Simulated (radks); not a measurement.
The numbers below are computed, except where a source is named.
Mean orbital radii <r> (bohr) of neutral lanthanum, [Xe] 5d1 6s2, of relativity; Dirac values are averaged over j with weights 2j + 1. Spin-unpolarised spherical Kohn-Sham, PBEsol, point nucleus unless stated (finite: rms radius 4.855 fm), a radial shooting solver on a logarithmic mesh with Libxc functionals. A level marked "c x" has the speed of light scaled by that factor and shares open shells by 2j + 1; other Dirac levels either fill j = l - 1/2 first or share by 2j + 1.

shell  non-rel.
2s       0.1143
2p      0.09713
3s       0.2999
3p       0.2899
3d       0.2606
4s       0.6843
4p       0.7060
4d       0.7638
5s        1.624
5p        1.824
5d        2.857
6s        4.584

Give the values at the level "Dirac, low j first".

Answer. 
shell  Dirac, low j first  change of magnitude (%)
2s                 0.1070                    -6.34
2p                0.09399                    -3.23
3s                 0.2850                    -4.98
3p                 0.2828                    -2.43
3d                 0.2601                    -0.19
4s                 0.6544                    -4.37
4p                 0.6928                    -1.87
4d                 0.7682                    +0.57
5s                  1.557                    -4.14
5p                  1.804                    -1.11
5d                  3.009                    +5.34
6s                  4.405                    -3.91
